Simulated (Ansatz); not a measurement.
Start from `[SiH3][O][Ga]([Br])[Br]` and change one atom or group to get `[F][Ga]([Br])[Br]`.

Ansatz, PBE0-D4/def2-TZVP geometries, multiplicity 1. Each molecule was computed in one conformer, which needn't be the lowest.

Scalar relativity is left out up to krypton.

| property | `[SiH3][O][Ga]([Br])[Br]` |
| --- | --- |
| HOMO energy (PBE0/def2-TZVPP) / eV | -8.79 |
| HOMO energy (B3LYP/def2-TZVPP) / eV | -8.51 |
| HOMO–LUMO gap (ωB97M-V/def2-TZVPP) / eV | 10.97 |
| LUMO energy (ωB97M-V/def2-TZVPP) / eV | -0.03 |
| HOMO energy (PBE/def2-TZVPP) / eV | -7.48 |
| size of the dipole moment (PBE/def2-TZVPP) / D | 0.26 |

Task: What does the change do to each property? (Best estimate.)

Result: The calculation gave: 
```
                                      property  `[F][Ga]([Br])[Br]`  shift
            HOMO energy (PBE0/def2-TZVPP) / eV                -9.01  -0.22
           HOMO energy (B3LYP/def2-TZVPP) / eV                -8.73  -0.22
       HOMO–LUMO gap (ωB97M-V/def2-TZVPP) / eV                10.96  -0.01
         LUMO energy (ωB97M-V/def2-TZVPP) / eV                -0.25  -0.22
             HOMO energy (PBE/def2-TZVPP) / eV                -7.69  -0.21
size of the dipole moment (PBE/def2-TZVPP) / D                 1.07   0.81
```

With PBE0 the HOMO falls by 0.22 eV and the LUMO falls by 0.27 eV, so the gap narrows by about 0.05 eV. PBE moves the HOMO by -0.21 eV and ωB97M-V by -0.21 eV. Dipoles are sizes alone; their direction can turn.

B3LYP here is the variant with VWN-RPA as its local correlation; programs differ in this.

Spin–orbit coupling is left out; it splits and shifts lone-pair levels of the heavy atoms by tenths of an eV.
